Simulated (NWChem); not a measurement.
# BeSiH$_{4}$S; SMILES [SiH3][Be][SH]

```xyz
7

Be    -0.0399     0.1597     0.0043
S     -0.0570     2.0746    -0.0002
H      1.2966     2.1330    -0.0005
Si    -0.0154    -2.0168     0.0002
H     -0.9833    -2.5858    -0.9936
H     -0.3673    -2.5950     1.3377
H      1.3404    -2.5489    -0.3611
```
Atoms are numbered in this order, from 1.

Program: NWChem. Pople sets run with spherical d functions. All runs use the structure optimised with PBE0/def2-SVP. Ions are spin-unrestricted doublets at the neutral geometry; other ion states weren't tried. Functional: LC-ωPBE (HJS hole) with 6-31G*; rows give the range parameter ω in 1/bohr.

```json
[
 {"range parameter (1/bohr)": "0.15", "vertical ionisation energy, ΔSCF (eV)": "10.04", "−ε(HOMO) (eV)": "8.69", "ΔSCF minus −ε(HOMO) (eV)": "1.35"},
 {"range parameter (1/bohr)": "0.30", "vertical ionisation energy, ΔSCF (eV)": "10.32", "−ε(HOMO) (eV)": "10.01", "ΔSCF minus −ε(HOMO) (eV)": "0.31"},
 {"range parameter (1/bohr)": "0.40", "vertical ionisation energy, ΔSCF (eV)": "10.45", "−ε(HOMO) (eV)": "10.54", "ΔSCF minus −ε(HOMO) (eV)": "-0.09"},
 {"range parameter (1/bohr)": "0.50", "vertical ionisation energy, ΔSCF (eV)": "10.54", "−ε(HOMO) (eV)": "10.88", "ΔSCF minus −ε(HOMO) (eV)": "-0.34"},
 {"range parameter (1/bohr)": "0.60", "vertical ionisation energy, ΔSCF (eV)": "___", "−ε(HOMO) (eV)": "___", "ΔSCF minus −ε(HOMO) (eV)": "___"}
]
```

Question: Fill in the missing entries.

Answer: 
- 0.60, vertical ionisation energy, ΔSCF (eV): 10.59
- 0.60, −ε(HOMO) (eV): 11.10
- 0.60, ΔSCF minus −ε(HOMO) (eV): -0.51
